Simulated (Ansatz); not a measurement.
fac-[CrF3(NH3)3]- (CrN₃F₃H₉⁻). The state is a triplet with charge -1. Geometry PBE0-D4/def2-SVPD.

```xyz
16

Cr    0.540    0.381   -0.419
F     1.661   -0.591   -1.553
F    -0.013    1.686   -1.636
F     1.847    1.374    0.471
N    -0.799    1.323    0.902
N     0.992   -1.112    0.991
N    -0.996   -0.779   -1.268
H    -1.271    2.013    0.317
H    -0.195    1.806    1.567
H    -1.488    0.759    1.403
H     1.626   -0.648    1.642
H     1.512   -1.808    0.455
H     0.233   -1.563    1.505
H    -1.471   -0.127   -1.894
H    -1.677   -1.236   -0.659
H    -0.501   -1.476   -1.824
```

B3LYP takes the VWN-RPA correlation. At PBE-D4/def2-TZVPD, r2SCAN-D4/def2-TZVPD, r2SCANh-D4/def2-TZVPD, B3LYP-D4/def2-TZVPD and others the charge -1 triplet is spin-contaminated (final ⟨S²⟩ up to 3.01, 2.00 for a pure state). At PBE-D4/def2-TZVPD, r2SCAN-D4/def2-TZVPD, r2SCANh-D4/def2-TZVPD, B3LYP-D4/def2-TZVPD and others the highest occupied level of the charge -1 triplet lies above zero (up to 1.40 eV). It is a level of β spin, whose loss leaves a quartet; that state wasn't run at this geometry and level. The electron is either unbound and held by the finite basis, or the level is raised by self-interaction error. No other spin state of charge -1 was run. The geometry of the triplet was relaxed on an unsound state (⟨S²⟩ 3.01, where a pure state has 2.00).

(1) Estimate the α-spin orbital energies around the gap (eV) in Ansatz with PBE-D4/def2-TZVPD, r2SCAN-D4/def2-TZVPD, r2SCANh-D4/def2-TZVPD, B3LYP-D4/def2-TZVPD, PBE0-D4/def2-TZVPD.

Results:

(1) 
```
orbital  PBE-D4/def2-TZVPD  r2SCAN-D4/def2-TZVPD  r2SCANh-D4/def2-TZVPD  B3LYP-D4/def2-TZVPD  PBE0-D4/def2-TZVPD
 HOMO−5              -3.19                 -3.59                  -4.32                -4.82               -5.13
 HOMO−4              -3.17                 -3.56                  -4.27                -4.74               -5.03
 HOMO−3              -3.17                 -3.56                  -4.26                -4.74               -5.03
 HOMO−2              -0.38                 -1.14                  -2.18                -2.68               -3.15
 HOMO−1              -0.37                 -1.13                  -2.17                -2.68               -3.15
   HOMO              -0.37                 -1.13                  -2.17                -2.67               -3.13
   LUMO               1.90                  2.29                   2.41                 2.26                2.52
 LUMO+1               2.37                  2.66                   2.94                 2.73                3.07
 LUMO+2               2.37                  2.66                   2.94                 2.73                3.07
 LUMO+3               2.72                  2.98                   3.24                 3.36                3.65
 LUMO+4               2.72                  2.98                   3.24                 3.36                3.65
 LUMO+5               3.35                  3.55                   3.65                 3.53                3.84
 β HOMO               1.39                  1.40                   1.25                 1.12                1.03
 β LUMO               2.27                  2.49                   2.62                 2.60                2.68
```
